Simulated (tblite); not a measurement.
Compound: C4H10SSi.
Numbering: `[CH3:1][CH2:2][SiH:3]1[CH2:4][S:5][CH2:6]1` (hydrogens: H7, H8, H9 on C1; H10, H11 on C2; H12 on Si3; H13, H14 on C4; H15, H16 on C6)

Structure used (GFN2-xTB), in Å, numbered top down from 1:
```xyz
16
C4H10SSi angstrom
C      2.3564   -0.0223    0.0973
C      1.0662   -0.7713    0.4098
Si    -0.4090   -0.1006   -0.5776
C     -2.1135   -0.8411   -0.1210
S     -2.8221    0.8024    0.2899
C     -1.1582    1.5479    0.0467
H      2.6003   -0.1062   -0.9587
H      3.1878   -0.4255    0.6727
H      2.2564    1.0332    0.3377
H      0.8683   -0.7098    1.4817
H      1.2051   -1.8282    0.1798
H     -0.1926   -0.0857   -2.0297
H     -2.6834   -1.2984   -0.9235
H     -2.1579   -1.4865    0.7522
H     -0.7911    1.9338    0.9948
H     -1.2205    2.3673   -0.6635
```

All values are computed: GFN2-xTB (tblite) harmonic vibrations without scaling, gas phase. Errors from tens to a few hundred cm⁻¹ against measured bands are possible. Modes of hydrogen on silicon can be 10 to 20 % off. One conformer, not necessarily the lowest.

Harmonic wavenumbers (cm⁻¹): 40.3, 51.7, 120.5, 176.6, 242.1, 262.5, 377.1, 566.7, 617.9, 666.2, 699.2, 703.6, 709.3, 712.9, 735.1, 756.5, 807.8, 977.8, 986.7, 997.9, 1020.7, 1077.9, 1116.1, 1124.2, 1234.9, 1286.6, 1420.1, 1441.4, 1445.8, 1472.1, 1509.5, 1511.7, 2230.7, 2969.0, 2987.1, 2992.7, 2999.8, 3011.8, 3019.7, 3020.9, 3036.6, 3043.2.

A = 5547, B = 1243, C = 1125 MHz; mass 118.027 u (most abundant isotopes); point group C1, symmetry number 1.

What is the zero-point energy?

½Σν̃ = 28090 cm⁻¹ = 336.04 kJ/mol.

Entropy at 273.15 K, 1 bar (ideal gas, RRHO, classical rotation)?

Translation 166.54, rotation 116.55, vibration 91.20: S = 374.3 J/(mol K).

And Cp and H(273.15 K) − H(0)?

Cp = 125.97 J/(mol K), of which vibrations give 92.71 (their classical limit is 42 R = 349.2); H(273.15 K) − H(0) = 21.69 kJ/mol without the zero-point energy, 12.61 from vibrations.

Blend soft modes into free rotors: weight 1/[1 + (100 cm⁻¹/ν̃)⁴] for the oscillator and the rest for a rotor with moment μB/(μ + B), μ = h/(8π²ν), B = 10⁻⁴⁴ kg m². What vibrational entropy results?

80.61 J/(mol K) in place of 91.20, which changes −T·S at 273.15 K by +2.89 kJ/mol.

How do the functions run with temperature in this model?

```tsv
T (K)	S (J/(mol K))	Cp (J/(mol K))	H − H(0) (kJ/mol)	G − H(0) (kJ/mol)	ln q(vib)
50	241.5	53.0	2.13	-9.95	0.67
100	283.2	68.5	5.18	-23.14	1.80
298.15	385.7	135.3	24.96	-90.05	5.93
373.15	419.0	162.0	36.12	-120.24	7.46
500	471.9	199.7	59.17	-176.79	10.06
750	563.5	251.7	116.09	-306.55	15.07
1000	641.0	286.2	183.60	-457.37	19.77
```

q(vib) and H(0) count from the zero-point level.

Which modes carry the vibrational entropy at 273.15 K?

40.3 cm⁻¹: 21.22; 51.7 cm⁻¹: 19.16; 120.5 cm⁻¹: 12.23; 176.6 cm⁻¹: 9.21; 242.1 cm⁻¹: 6.83; 262.5 cm⁻¹: 6.25 J/(mol K); the other 36 give 16.30 together.

What must be added to the electronic energy to get the Gibbs energy at 273.15 K and 1 bar?

ZPE + [H(273.15 K) − H(0)] − T·S = 336.04 + 21.69 − 102.24 = 255.49 kJ/mol.

Hindered rotation and anharmonicity are outside this model. Other conformers, if any are populated, would add a mixing term that is left out. The structure is chiral; the term R ln 2 for an equal mix with its mirror image is left out.
